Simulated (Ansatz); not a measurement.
`C#[C][Zr]([F])([F])[C]#C`. Charge 0, multiplicity 1. Zr takes the def2 core potential.

```
atom    x (Å)    y (Å)    z (Å)
  C1   2.4027  -1.2051   1.0941
  C2   1.2427  -0.8895   0.9160
 Zr3  -0.8265  -0.3136   0.5817
  F4  -1.4806   0.5880   2.1047
  F5  -1.8608  -1.8559   0.2472
  C6  -0.9252   1.0101  -1.1398
  C7  -0.9688   1.7493  -2.1034
  H8   3.4221  -1.4816   1.2496
  H9  -1.0057   2.3985  -2.9501
```

Task: What are the harmonic wavenumbers in cm⁻¹ at PBE0-D4/def2-TZVP (Ansatz, finite differences of forces, unscaled)? (An estimate is asked.)

Result: Ansatz gave: 58, 79, 90, 114, 166, 192, 212, 218, 224, 449, 466, 679, 688, 739, 740, 744, 744, 2083, 2086, 3449, 3449.

Task: Is this a minimum?

Result: Yes, all 21 modes are real.

Task: Give the ideal-gas thermochemistry at 298.15 K and 1 bar (rigid rotor, harmonic oscillator; point group C2v, symmetry number 2).

Result: Zero-point energy 105.7 kJ/mol; H(298) − E = 133.9 kJ/mol; entropy 411.9 J/(mol·K), of which translation 173.6, rotation 116.2, vibration 122.1; G(298) − E = 11.1 kJ/mol. Modes under 100 cm⁻¹ are hindered rotations or soft bends, so the harmonic entropy is rough.
